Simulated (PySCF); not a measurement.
## Distorted geometries of [La(H2O)2]3+

[La(H2O)2]3+ (singlet). PySCF 2.14.0, RKS B3LYP, La def2-SVP with ECP46, O def2-SVP, H def2-SVP; non-relativistic Hamiltonian with scalar-relativistic core potentials where named; density fitting; no spin-orbit coupling. Relaxed geometry:

```xyz
7

La   -0.8697   -0.8697   -0.0227
O     0.1020    0.1017    1.9235
H     0.8020    0.8016    1.9945
H    -0.1028   -0.1034    2.8737
O     0.1553    0.1557   -1.9187
H     0.9570   -0.1400   -2.4253
H    -0.1404    0.9574   -2.4251
```

Problem. Order these distorted geometries by energy above the relaxed one, lowest first.
A.
```xyz
7

La   -0.9815   -0.6670   -0.0582
O     0.1616    0.3282    1.9614
H     0.7607    0.7746    2.0805
H    -0.0116   -0.3518    2.7739
O     0.2772    0.2689   -2.0461
H     0.8784   -0.5225   -2.4230
H    -0.1814    1.0731   -2.2884
```
B.
```xyz
7

La   -0.8633   -0.8761   -0.0274
O     0.0738    0.0840    1.9058
H     0.7802    0.8639    1.9828
H    -0.1142   -0.1374    2.8761
O     0.1803    0.1441   -1.9418
H     1.0309   -0.0907   -2.3886
H    -0.1841    0.9155   -2.4070
```
C.
```xyz
7

La   -1.0021   -0.5677    0.0775
O     0.0668    0.0952    2.0335
H     0.8286    0.6771    1.8310
H    -0.0942   -0.0910    2.9526
O     0.0867    0.0917   -1.8755
H     1.0325   -0.1532   -2.5656
H    -0.0148    0.8513   -2.4534
```

Solution. B (0.11 eV), C (1.05 eV), A (3.87 eV).

Problem. Which forces (eV/Å) act in the one that lies 0.11 eV up?

Solution. 
```
La  -0.02 -0.11 -0.25
O    1.33  1.50  0.94
H   -1.43 -1.60 -0.08
H    0.18  0.20 -0.70
O   -0.03 -0.79  1.03
H    0.02  0.14 -0.24
H   -0.05  0.66 -0.70
```
Forces carry noise of the integration grid, about 0.01 to 0.03 eV/Å.

A frequency check found unstable modes (1, the lowest at -17 cm⁻¹), so the relaxed geometry is a saddle point, or these are noise.
